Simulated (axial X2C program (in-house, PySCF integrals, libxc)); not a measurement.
## Which molecule has these constants?

Computed with an in-house relativistic program for diatomic molecules, spin-free (one-electron X2C) or two-component (2c: spin–orbit coupling with atomic mean-field Coulomb and Gaunt terms, which also bring small scalar terms), in Dyall basis sets with cores contracted in-house; open shells are unrestricted.

A two-component PBE0 calculation in a Dyall 3-zeta basis gave Re = 2.191 Å, ωe = 382.4 cm⁻¹, De = 3.54 eV, Ω = 3/2.

Problem. Which molecule is it?
A. Cl₂⁺
B. F₂⁺
C. Br₂⁺

Solution. C. The others have Cl₂⁺ 1.898 Å and 667.4 cm⁻¹ (Ω = 3/2); F₂⁺ 1.274 Å and 1299.2 cm⁻¹ (Ω = 3/2).

Each entry is the lowest single determinant of a limited PBE0 search at one distance. De goes to single-determinant-based atoms at the same level (for ions the charge split of lowest energy) and is withheld (n/a) where an atom does not fit its ground term or J level. Main or longest-lived isotopes. Some light 2c atoms are not at their ground J level, so De misses part of their lowering (0.04 eV or less). The functionals have no current term, which raises determinants with orbital currents.
